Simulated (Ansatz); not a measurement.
`FBOC(F)(F)F`, relaxed with RKS PBE-D4/def2-SVP in Ansatz from a rough embedded geometry. The force threshold is 0.03 eV/Å; the program also tests the step.

Total charge 0; spin multiplicity 1.

Start:

```xyz
8

F     0.767   -1.537   -1.625
B     0.978   -0.324   -0.871
O    -0.107    0.674   -0.664
C    -0.721    0.391    0.632
F    -1.740    1.329    0.750
F    -1.377   -0.867    0.526
F     0.115    0.435    1.680
H     2.085   -0.100   -0.428
```

| step | energy (eV) | largest force (eV/Å) | largest move (Å) |
| --- | --- | --- | --- |
| 1 | -14620.2666 | 3.611 | 0.000 |
| 2 | -14620.9612 | 1.991 | 0.128 |
| 3 | -14621.0578 | 1.150 | 0.110 |
| 4 | -14621.2359 | 0.506 | 0.200 |
| 5 | -14621.3233 | 0.510 | 0.200 |
| 6 | -14621.4036 | 0.718 | 0.200 |
| 7 | -14621.5039 | 0.427 | 0.200 |
| 8 | -14621.5498 | 0.174 | 0.200 |
| 9 | -14621.5616 | 0.257 | 0.200 |
| 10 | -14621.5683 | 0.238 | 0.116 |
| 11 | -14621.5763 | 0.066 | 0.096 |
| 12 | -14621.5774 | 0.021 | 0.051 |
| 13 | -14621.5777 | 0.028 | 0.048 |
| 14 (rejected) | -14621.5755 | 0.198 | 0.030 |
| 15 | -14621.5777 | 0.019 | 0.002 |

End:

```xyz
8

F     1.250   -0.574   -2.173
B     0.895   -0.482   -0.903
O    -0.255    0.238   -0.656
C    -0.732    0.408    0.615
F    -1.843    1.145    0.557
F    -1.027   -0.774    1.190
F     0.166    1.040    1.396
H     1.546   -1.002   -0.026
```

Hardware: 4 threads of a server CPU on a shared host. Wall time 25 s, peak host memory 0.17 GiB.
